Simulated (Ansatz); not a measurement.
Ansatz (an electronic-structure program) input (B3LYP-D3(BJ)/def2-TZVP):

Ansatz 0.2 input:
```yaml
crystal:
  periodic: [false, false, false]
  atoms:
    - {symbol: C, position_ang: [1.38278629, -0.33771378, -0.18534479]}
    - {symbol: Ge, position_ang: [-0.62975564, -0.24264368, -0.27450631]}
    - {symbol: O, position_ang: [-1.45920550, -0.86916739, -1.51339227]}
    - {symbol: O, position_ang: [-0.90836442, 1.59118793, -0.09758955]}
    - {symbol: O, position_ang: [-1.13594873, -0.79819530, 1.39669009]}
    - {symbol: H, position_ang: [1.81481018, -0.16575181, -1.16644572]}
    - {symbol: H, position_ang: [1.76955621, 0.41332475, 0.49543885]}
    - {symbol: H, position_ang: [1.70422553, -1.31646431, 0.16079612]}
    - {symbol: H, position_ang: [-1.52647331, 1.83469843, -0.78020419]}
    - {symbol: H, position_ang: [-0.91162042, -0.10076221, 2.00648083]}
basis:
  gaussian:
    orbitals: def2-TZVP
hamiltonian:
  xc: b3lyp
  dispersion: d3bj
total_charge: -1
relax: {f_tol: 0.002, max_steps: 150}
```

Output:

```
Functional definition: B3LYP
integrals: 0.13 GiB planned
1242 factors; their error is unknown
mean field: 1.25 GiB planned
mean field evaluation 1: about -63773.5384 eV, gradient 8.3e1 eV
mean field evaluation 2: about -63742.1952 eV, gradient 1.5e2 eV
mean field evaluation 4: about -63785.1458 eV, gradient 5.7e0 eV
mean field evaluation 8: about -63785.1934 eV, gradient 2.0e-1 eV
mean field evaluation 16: about -63785.4086 eV, gradient 4.8e-4 eV
mean field -63785.40859474 eV, -2344.0705305539 hartree, gradient 1.5e-5 eV, S^2 0.000000; 0 other end points of the search recorded, 0 dependent functions left out
the calculation of the forces begins
reference -63785.40885228 eV, -2344.0705400184 hartree; 34, 34 occupied and 168, 168 virtual orbitals, 1242 factors
relax step   1: F+E_penalty+E_count = -63785.73192287 eV  Δ(F+E_penalty+E_count) = +0.000e0 eV  max|allowed force component| = 2.204e0 eV/Å  Δτ_max = 0.0000 Å  (30 SCF iters, accepted)
these checks for a lower state are left out or cut short: starts, cluster_reference, orbital_swaps, neighbouring_geometries, increment
integrals: 0.13 GiB planned
1242 factors; their error is unknown
mean field: 1.25 GiB planned
mean field -63785.50467699 eV, -2344.0740615116 hartree, gradient 7.6e-6 eV, S^2 0.000000; 0 other end points of the search recorded, 0 dependent functions left out
the calculation of the forces begins
reference -63785.50493334 eV, -2344.0740709323 hartree; 34, 34 occupied and 168, 168 virtual orbitals, 1242 factors
relax step   2: F+E_penalty+E_count = -63785.82837430 eV  Δ(F+E_penalty+E_count) = -9.645e-2 eV  max|allowed force component| = 8.552e-1 eV/Å  Δτ_max = 0.0494 Å  (33 SCF iters, accepted)
these checks for a lower state are left out or cut short: starts, cluster_reference, orbital_swaps, neighbouring_geometries, increment
integrals: 0.13 GiB planned
1242 factors; their error is unknown
mean field: 1.25 GiB planned
mean field evaluation 32: about -63785.5285 eV, gradient 1.4e-5 eV
mean field -63785.52848902 eV, -2344.0749365873 hartree, gradient 1.4e-5 eV, S^2 0.000000; 0 other end points of the search recorded, 0 dependent functions left out
the calculation of the forces begins
reference -63785.52874466 eV, -2344.0749459818 hartree; 34, 34 occupied and 168, 168 virtual orbitals, 1242 factors
relax step   3: F+E_penalty+E_count = -63785.85126999 eV  Δ(F+E_penalty+E_count) = -2.290e-2 eV  max|allowed force component| = 3.217e-1 eV/Å  Δτ_max = 0.1246 Å  (33 SCF iters, accepted)
these checks for a lower state are left out or cut short: starts, cluster_reference, orbital_swaps, neighbouring_geometries, increment
integrals: 0.13 GiB planned
1242 factors; their error is unknown
mean field: 1.25 GiB planned
mean field -63785.52899641 eV, -2344.0749552337 hartree, gradient 1.2e-5 eV, S^2 0.000000; 0 other end points of the search recorded, 0 dependent functions left out
the calculation of the forces begins
reference -63785.52925126 eV, -2344.0749645991 hartree; 34, 34 occupied and 168, 168 virtual orbitals, 1242 factors
relax step   4: F+E_penalty+E_count = -63785.85159936 eV  Δ(F+E_penalty+E_count) = -3.294e-4 eV  max|allowed force component| = 2.189e-1 eV/Å  Δτ_max = 0.1638 Å  (33 SCF iters, accepted)
these checks for a lower state are left out or cut short: starts, cluster_reference, orbital_swaps, neighbouring_geometries, increment
integrals: 0.13 GiB planned
1242 factors; their error is unknown
mean field: 1.25 GiB planned
mean field -63785.53191438 eV, -2344.0750624669 hartree, gradient 2.6e-5 eV, S^2 0.000000; 0 other end points of the search recorded, 0 dependent functions left out
the calculation of the forces begins
reference -63785.53216844 eV, -2344.0750718035 hartree; 34, 34 occupied and 168, 168 virtual orbitals, 1242 factors
relax step   5: F+E_penalty+E_count = -63785.85482867 eV  Δ(F+E_penalty+E_count) = -3.229e-3 eV  max|allowed force component| = 3.734e-1 eV/Å  Δτ_max = 0.2000 Å  (38 SCF iters, accepted)
these checks for a lower state are left out or cut short: starts, cluster_reference, orbital_swaps, neighbouring_geometries, increment
integrals: 0.13 GiB planned
1242 factors; their error is unknown
mean field: 1.25 GiB planned
[...]
the calculation of the forces begins
reference -63785.57628457 eV, -2344.0766930413 hartree; 34, 34 occupied and 168, 168 virtual orbitals, 1242 factors
relax step  16: F+E_penalty+E_count = -63785.89669942 eV  Δ(F+E_penalty+E_count) = -9.322e-3 eV  max|allowed force component| = 1.519e-1 eV/Å  Δτ_max = 0.1000 Å  (33 SCF iters, accepted)
these checks for a lower state are left out or cut short: starts, cluster_reference, orbital_swaps, neighbouring_geometries, increment
integrals: 0.13 GiB planned
1242 factors; their error is unknown
mean field: 1.24 GiB planned
mean field evaluation 128: about -63785.5870 eV, gradient 3.9e-1 eV
mean field -63785.58738427 eV, -2344.0771009480 hartree, gradient 2.1e-5 eV, S^2 0.000000; 0 other end points of the search recorded, 0 dependent functions left out
the calculation of the forces begins
reference -63785.58763942 eV, -2344.0771103246 hartree; 34, 34 occupied and 168, 168 virtual orbitals, 1242 factors
relax step  17: F+E_penalty+E_count = -63785.90840642 eV  Δ(F+E_penalty+E_count) = -1.171e-2 eV  max|allowed force component| = 1.435e-1 eV/Å  Δτ_max = 0.1499 Å  (32 SCF iters, accepted)
these checks for a lower state are left out or cut short: starts, cluster_reference, orbital_swaps, neighbouring_geometries, increment
integrals: 0.13 GiB planned
1242 factors; their error is unknown
mean field: 1.24 GiB planned
mean field -63785.60380690 eV, -2344.0777044685 hartree, gradient 9.2e-6 eV, S^2 0.000000; 0 other end points of the search recorded, 0 dependent functions left out
the calculation of the forces begins
reference -63785.60406192 eV, -2344.0777138403 hartree; 34, 34 occupied and 168, 168 virtual orbitals, 1242 factors
relax step  18: F+E_penalty+E_count = -63785.92449787 eV  Δ(F+E_penalty+E_count) = -1.609e-2 eV  max|allowed force component| = 1.528e-1 eV/Å  Δτ_max = 0.1999 Å  (39 SCF iters, accepted)
these checks for a lower state are left out or cut short: starts, cluster_reference, orbital_swaps, neighbouring_geometries, increment
integrals: 0.13 GiB planned
1242 factors; their error is unknown
mean field: 1.25 GiB planned
mean field -63785.44452614 eV, -2344.0718510086 hartree, gradient 8.8e-6 eV, S^2 0.000000; 0 other end points of the search recorded, 0 dependent functions left out
the calculation of the forces begins
reference -63785.44478041 eV, -2344.0718603528 hartree; 34, 34 occupied and 168, 168 virtual orbitals, 1242 factors
relax step  19: F+E_penalty+E_count = -63785.76661244 eV  Δ(F+E_penalty+E_count) = +1.579e-1 eV  max|allowed force component| = 1.652e0 eV/Å  Δτ_max = 0.1539 Å  (40 SCF iters, rejected (line search))
these checks for a lower state are left out or cut short: starts, cluster_reference, orbital_swaps, neighbouring_geometries, increment
integrals: 0.13 GiB planned
1242 factors; their error is unknown
mean field: 1.24 GiB planned
mean field -63785.60852054 eV, -2344.0778776916 hartree, gradient 1.2e-5 eV, S^2 0.000000; 0 other end points of the search recorded, 0 dependent functions left out
the calculation of the forces begins
reference -63785.60877537 eV, -2344.0778870563 hartree; 34, 34 occupied and 168, 168 virtual orbitals, 1242 factors
relax step  20: F+E_penalty+E_count = -63785.92897995 eV  Δ(F+E_penalty+E_count) = -4.482e-3 eV  max|allowed force component| = 7.356e-2 eV/Å  Δτ_max = 0.0769 Å  (33 SCF iters, accepted)
these checks for a lower state are left out or cut short: starts, cluster_reference, orbital_swaps, neighbouring_geometries, increment
integrals: 0.13 GiB planned
1242 factors; their error is unknown
mean field: 1.25 GiB planned
mean field evaluation 160: about -63785.6095 eV, gradient 4.2e-3 eV
mean field -63785.60947531 eV, -2344.0779127786 hartree, gradient 1.0e-5 eV, S^2 0.000000; 0 other end points of the search recorded, 0 dependent functions left out
the calculation of the forces begins
reference -63785.60973011 eV, -2344.0779221424 hartree; 34, 34 occupied and 168, 168 virtual orbitals, 1242 factors
relax step  21: F+E_penalty+E_count = -63785.92987122 eV  Δ(F+E_penalty+E_count) = -8.913e-4 eV  max|allowed force component| = 2.865e-2 eV/Å  Δτ_max = 0.0658 Å  (34 SCF iters, accepted)
these checks for a lower state are left out or cut short: starts, cluster_reference, orbital_swaps, neighbouring_geometries, increment
integrals: 0.13 GiB planned
1242 factors; their error is unknown
mean field: 1.25 GiB planned
mean field -63785.60988422 eV, -2344.0779278058 hartree, gradient 9.2e-6 eV, S^2 0.000000; 0 other end points of the search recorded, 0 dependent functions left out
the calculation of the forces begins
reference -63785.61013921 eV, -2344.0779371767 hartree; 34, 34 occupied and 168, 168 virtual orbitals, 1242 factors
relax step  22: F+E_penalty+E_count = -63785.93036847 eV  Δ(F+E_penalty+E_count) = -4.972e-4 eV  max|allowed force component| = 1.447e-2 eV/Å  Δτ_max = 0.0175 Å  (34 SCF iters, accepted)
these checks for a lower state are left out or cut short: starts, cluster_reference, orbital_swaps, neighbouring_geometries, increment
integrals: 0.13 GiB planned
1242 factors; their error is unknown
mean field: 1.24 GiB planned
mean field -63785.60993549 eV, -2344.0779296901 hartree, gradient 9.1e-6 eV, S^2 0.000000; 0 other end points of the search recorded, 0 dependent functions left out
the calculation of the forces begins
reference -63785.61019057 eV, -2344.0779390642 hartree; 34, 34 occupied and 168, 168 virtual orbitals, 1242 factors
relax step  23: F+E_penalty+E_count = -63785.93039955 eV  Δ(F+E_penalty+E_count) = -3.108e-5 eV  max|allowed force component| = 5.441e-3 eV/Å  Δτ_max = 0.0058 Å  (34 SCF iters, accepted)
these checks for a lower state are left out or cut short: starts, cluster_reference, orbital_swaps, neighbouring_geometries, increment
integrals: 0.13 GiB planned
1242 factors; their error is unknown
mean field: 1.24 GiB planned
mean field -63785.60993195 eV, -2344.0779295599 hartree, gradient 9.1e-6 eV, S^2 0.000000; 0 other end points of the search recorded, 0 dependent functions left out
the calculation of the forces begins
reference -63785.61018708 eV, -2344.0779389356 hartree; 34, 34 occupied and 168, 168 virtual orbitals, 1242 factors
relax step  24: F+E_penalty+E_count = -63785.93040497 eV  Δ(F+E_penalty+E_count) = -5.419e-6 eV  max|allowed force component| = 7.800e-4 eV/Å  Δτ_max = 0.0029 Å  (35 SCF iters, accepted)
these checks for a lower state are left out or cut short: starts, cluster_reference, orbital_swaps, neighbouring_geometries, increment
integrals: 0.13 GiB planned
1242 factors; their error is unknown
mean field: 1.25 GiB planned
mean field -63785.60992655 eV, -2344.0779293615 hartree, gradient 9.1e-6 eV, S^2 0.000000; 0 other end points of the search recorded, 0 dependent functions left out
the calculation of the forces begins
reference -63785.61018174 eV, -2344.0779387393 hartree; 34, 34 occupied and 168, 168 virtual orbitals, 1242 factors
relax step  25: F+E_penalty+E_count = -63785.93040728 eV  Δ(F+E_penalty+E_count) = -2.305e-6 eV  max|allowed force component| = 2.839e-3 eV/Å  Δτ_max = 0.0039 Å  (36 SCF iters, accepted)
these checks for a lower state are left out or cut short: starts, cluster_reference, orbital_swaps, neighbouring_geometries, increment
integrals: 0.13 GiB planned
1242 factors; their error is unknown
mean field: 1.24 GiB planned
mean field evaluation 192: about -63785.3960 eV, gradient 1.2e-4 eV
mean field -63785.60993090 eV, -2344.0779295215 hartree, gradient 9.1e-6 eV, S^2 0.000000; 0 other end points of the search recorded, 0 dependent functions left out
the calculation of the forces begins
reference -63785.61018611 eV, -2344.0779389000 hartree; 34, 34 occupied and 168, 168 virtual orbitals, 1242 factors
relax step  26: F+E_penalty+E_count = -63785.93040805 eV  Δ(F+E_penalty+E_count) = -7.683e-7 eV  max|allowed force component| = 2.151e-3 eV/Å  Δτ_max = 0.0018 Å  (35 SCF iters, accepted)
these checks for a lower state are left out or cut short: starts, cluster_reference, orbital_swaps, neighbouring_geometries, increment
integrals: 0.13 GiB planned
1242 factors; their error is unknown
mean field: 1.25 GiB planned
mean field -63785.60993363 eV, -2344.0779296215 hartree, gradient 9.1e-6 eV, S^2 0.000000; 0 other end points of the search recorded, 0 dependent functions left out
the calculation of the forces begins
reference -63785.61018884 eV, -2344.0779390002 hartree; 34, 34 occupied and 168, 168 virtual orbitals, 1242 factors
relax step  27: F+E_penalty+E_count = -63785.93040834 eV  Δ(F+E_penalty+E_count) = -2.914e-7 eV  max|allowed force component| = 5.450e-4 eV/Å  Δτ_max = 0.0006 Å  (35 SCF iters, accepted)
integrals: 0.13 GiB planned
1242 factors; their error is unknown
mean field: 1.25 GiB planned
mean field evaluation 224: about -63785.6099 eV, gradient 5.3e-3 eV
mean field -63785.60993363 eV, -2344.0779296215 hartree, gradient 9.1e-6 eV, S^2 0.000000; 1 other end points of the search recorded, 0 dependent functions left out
the calculation of the forces begins
reference -63785.61018884 eV, -2344.0779390002 hartree; 34, 34 occupied and 168, 168 virtual orbitals, 1242 factors
Total energy: -63785.93066355 eV, -2344.0897162287 hartree
Atom 0 at     1.436829    -0.337328    -0.231486 Å, force     0.000354    -0.000217     0.000068 eV/Å
Atom 1 at    -0.520221    -0.071224    -0.116903 Å, force    -0.000429     0.000241     0.000186 eV/Å
Atom 2 at    -1.626328    -0.900735    -1.085941 Å, force     0.000128    -0.000122    -0.000142 eV/Å
Atom 3 at    -0.648161     1.758221    -0.324448 Å, force     0.000424     0.000109     0.000289 eV/Å
Atom 4 at    -0.818617    -0.358257     1.681699 Å, force     0.000545     0.000189    -0.000069 eV/Å
Atom 5 at     1.788360    -0.089000    -1.233765 Å, force    -0.000190    -0.000004     0.000062 eV/Å
Atom 6 at     1.935802     0.309473     0.492107 Å, force    -0.000122    -0.000056    -0.000079 eV/Å
Atom 7 at     1.684789    -1.376517    -0.011469 Å, force    -0.000032     0.000104    -0.000008 eV/Å
Atom 8 at    -1.458571     1.875607    -0.832488 Å, force    -0.000346    -0.000077    -0.000245 eV/Å
Atom 9 at    -1.673873    -0.801727     1.704617 Å, force    -0.000333    -0.000167    -0.000060 eV/Å
Dipole moment:     0.340666     0.129153     0.165214 e Å
```

It need not be the lowest isomer of its formula. Whether it binds its extra electron was not tested at this geometry.
